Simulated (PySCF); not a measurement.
## Name the molecule from its bond curve

A diatomic of charge 0 contains B. Its triplet curve at CAM-B3LYP in a double-zeta basis (scalar-relativistic core potentials, PySCF), in eV from the separated fragments:

| R (Å) | E (eV) |
| --- | --- |
| 2.617 | -0.476 |
| 2.739 | -0.639 |
| 2.860 | -0.726 |
| 2.952 | -0.756 |
| 3.043 | -0.761 |
| 3.134 | -0.749 |
| 3.256 | -0.715 |
| 3.408 | -0.652 |
| 3.591 | -0.566 |
| 3.834 | -0.450 |

The fit gives ωe = 250 cm⁻¹ and the rotational constant Bₑ = 0.1893 cm⁻¹.

Problem. Which atom is the partner?

Solution. The minimum lies at 3.023 Å, so the reduced mass is 16.8576 u Å² cm⁻¹/(Bₑ·Re²) = 9.745 u. With B at 11.01 u the partner weighs about 84.8 u: Rb. The molecule is RbB.

Spin–orbit coupling is left out. The state was picked by a PBE0 search and need not be the measured ground state.
